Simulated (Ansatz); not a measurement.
Coupled-cluster diagnostics for the cluster Y2O2, Ansatz.

Geometry of the singlet (PBE0-D4/def2-TZVP):

Cartesian coordinates in Å:
```
Y -1.3699 0.9515 -1.1563
Y 1.3695 -0.9523 1.1560
O 0.3650 -0.2136 -0.6081
O -0.3647 0.2144 0.6083
```

In the def2 sets Y takes a core potential; there is no spin–orbit coupling. Correlated methods freeze 2 core orbitals; core or outer-core shells of Y are correlated, in sets that lack core-valence functions. The structure holds one bond between oxygen atoms, so isomers without such links may lie far lower. No other spin state of charge 0 was run. Another isomer (singlet) lies 0.03 eV lower at PBE0-D4/def2-TZVP; other spin states weren't run for this one.

(1) Estimate the CCSD(T) correlation energy, the shares of MP2 and (T), T1 and the reference's ⟨S²⟩ for: charge 0, singlet, own geometry in def2-TZVPP; and the rough time on 4 threads of Intel Xeon on a shared host.

Results:

(1) 
```csv
state,basis,correlation (eV),MP2 share (%),(T) share (%),T1,⟨S²⟩ (pure),wall time,remarks
"charge 0, singlet, own geometry",def2-TZVPP,-27.574,95.2,4.2,0.022,0.00 (0.00),31 s,restricted SCF unstable
```
Customary marks for T1 are 0.02 (closed shells), 0.045 (open shells) and about 0.05 (3d metals). T1 exceeds 0.02 in 1 of 1 rows and 0.045 in 0; the higher it lies, the less the single-reference result can be trusted.
